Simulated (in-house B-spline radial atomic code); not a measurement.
How numerical settings move a run on Ce²⁺, [Xe] 4f2. Computed with a B-spline radial code for spherical atoms: scalar-relativistic (X2C) B3LYP, spherical fractional occupations, Fermi nucleus of rms radius 4.8771 fm.

Command:
```bash
python run_scf.py task.json out
```
Settings of the sound reference run:
```
Z                58
electrons        56
configuration    [Xe] 4f2
hamiltonian      x2c
method           b3lyp
spin_polarised   False
nucleus          fermi
rms_radius       4.8771
mass_number      140
atomic_mass      139.9054
speed_of_light   137.036
knot_spacing     0.22
spline_order     8
gauss_points     12
box_radius       22.22
max_iterations   70
damping          0.5
damped_steps     3
diis_vectors     10
tolerance        1e-08
start            Thomas-Fermi
```

Time taken, with all properties: 0.47 s on 1 thread of Arm Neoverse N1, on a shared host.

It converges in 10 iterations to -8859.084930 hartree, with 4f at -11.5901 eV. The other runs change the listed settings, some to values that make no sense; their results aren't properties of the atom or ion. Radii are in bohr (the nuclear one in fm), a minus after a letter asks for a j subshell, and «unchanged» means within 1e-8 hartree. The run stops when the residual is below 10 × tolerance × max(1, Z/10), or a noise floor if that is larger, and the energy moves by less than 1e-8 × √|E| hartree; so very loose and very tight tolerances often act alike.

```tsv
changed settings	outcome
spline_order = 6	converged in 10 iterations, energy +1.37e-05 hartree from the reference, 4f level -6.8e-06 eV
spline_order = 7, box_radius = 3.33, max_iterations = 60, tolerance = 0.001	converged in 9 iterations, energy +4.85e-01 hartree from the reference, 4f level +6.2e+00 eV (the program warns: 4f reaches the box edge; 4d reaches the box edge)
spline_order = 10	converged in 10 iterations, energy -2.77e-06 hartree from the reference, 4f level -3.8e-06 eV
box_radius = 4.44	converged in 10 iterations, energy +3.95e-02 hartree from the reference, 4f level +1.2e+00 eV (the program warns: 4f reaches the box edge; 5s reaches the box edge)
damped_steps = 0	converged in 9 iterations, energy unchanged, 4f level -1.2e-05 eV
spline_order = 4	converged in 10 iterations, energy +5.70e-03 hartree from the reference, 4f level -1.4e-03 eV
box_radius = 2.22	converged in 8 iterations, energy +6.79e+00 hartree from the reference, 4f level +3.4e+01 eV (the program warns: 4f has a positive eigenvalue: unbound, held by the box; 5p has a positive eigenvalue: unbound, held by the box)
first_knot = 0.0172, max_iterations = 100, tolerance = 0.001	converged in 9 iterations, energy +7.51e-01 hartree from the reference, 4f level -4.6e-04 eV
electrons = 57, configuration = [Xe] 4f2 6s-1, max_iterations = 75	stopped with error: j subshells need the Dirac Hamiltonian and l > 0
spline_order = 7	converged in 10 iterations, energy -1.59e-06 hartree from the reference, 4f level -5.9e-06 eV
gauss_points = 6, first_knot = 1.72e-05, max_iterations = 5, tolerance = 0.001	not converged after 5 iterations, last residual 6.9e-03, last energy +1.77e-03 hartree from the reference
knot_spacing = 2, max_iterations = 3, diis_vectors = 20, tolerance = 0.01	not converged after 3 iterations, last residual 6.8e-01, last energy +8.58e+02 hartree from the reference
damped_steps = 8	converged in 13 iterations, energy unchanged, 4f level +7.8e-06 eV
spline_order = 3	converged in 10 iterations, energy +2.94e-01 hartree from the reference, 4f level -5.0e-02 eV
box_radius = 6.67	converged in 10 iterations, energy +6.64e-04 hartree from the reference, 4f level +6.7e-02 eV (the program warns: 4f reaches the box edge; 5s reaches the box edge)
box_radius = 0.89	converged in 8 iterations, energy +4.31e+02 hartree from the reference, 4f level +5.0e+02 eV (the program warns: 4f has a positive eigenvalue: unbound, held by the box; 4s has a positive eigenvalue: unbound, held by the box)
box_radius = 88.88	converged in 10 iterations, energy -3.66e-07 hartree from the reference, 4f level -3.4e-07 eV
```

**Question.** What happens with box_radius = 44.44?

**Answer.** Converged in 10 iterations, energy -1.71e-07 hartree from the reference.

**Question.** What happens with electrons = 59, configuration = [Xe] 4f2 6s3, max_iterations = 75?

**Answer.** Stopped with error: shell 6s holds at most 2 electrons.

**Question.** What happens with damped_steps = 30?

**Answer.** Converged in 17 iterations, energy unchanged, 4f level -1.9e-05 eV.

**Question.** What happens with damped_steps = 1?

**Answer.** Converged in 10 iterations, energy unchanged, 4f level -2.7e-05 eV.
